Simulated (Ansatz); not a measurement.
A structure relaxed at PBE0-D4/def2-TZVP, charge 0, multiplicity 1:

```xyz
15

O     1.965   -2.156    0.489
C     1.076   -1.771   -0.225
O     0.661   -2.476   -1.293
C     0.330   -0.507   -0.038
C    -0.691   -0.116   -0.899
C    -1.357    1.078   -0.679
C    -1.007    1.881    0.396
C     0.012    1.493    1.256
C     0.680    0.301    1.040
H     1.210   -3.271   -1.318
H    -0.957   -0.750   -1.735
H    -2.153    1.383   -1.349
H    -1.531    2.815    0.566
H     0.284    2.122    2.095
H     1.478   -0.026    1.695
```

**Question.** Give its formula and SMILES.

**Answer.** C7H6O2, `O=C(O)c1ccccc1`.

**Question.** Point group (tolerance 0.08 Å, 0.16 Å for H)?

**Answer.** Cs.

**Question.** Summarise the bond lengths by kind.

**Answer.** 2 × C–O 1.204 to 1.345 Å; 7 × C–C 1.383 to 1.480 Å; 1 × H–O 0.967 Å; 5 × C–H 1.082 to 1.084 Å.

Program: Ansatz 0.2.0.
